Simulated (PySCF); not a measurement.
Computed shifts of a molecule C₃H₇NOSi, PySCF with KT2/pcSseg-1, GIAO, gas phase, equivalent atoms averaged, in ppm (number of nuclei): ¹⁵N: 288.7 (1). ¹³C: 110.2 (1), 69.5 (1), 25.3 (1). ²⁹Si: -25.7 (1). ¹H: 5.25 (3), 4.10 (2), 2.74 (2). References: ¹⁵N against NH3 (σ = 266.2 ppm); ¹³C against TMS (σ = 185.1 ppm); ¹⁷O against H2O (σ = 330.4 ppm); ²⁹Si against TMS (σ = 361.9 ppm); ¹H against TMS (σ = 31.47 ppm), references at their B3LYP-D3(BJ)/def2-TZVP geometries, non-relativistic. Geometry: B3LYP-D3(BJ)/def2-SVP. Other conformers were not sampled.

Question: Which structure fits?
(A) OC[C@H]1N=C[SiH2]1
(B) N#CCCO[SiH3]
(C) C[Si@H]1C=NCO1
(D) C#C[Si@H](O)CN

Answer: B, N#CCCO[SiH3]
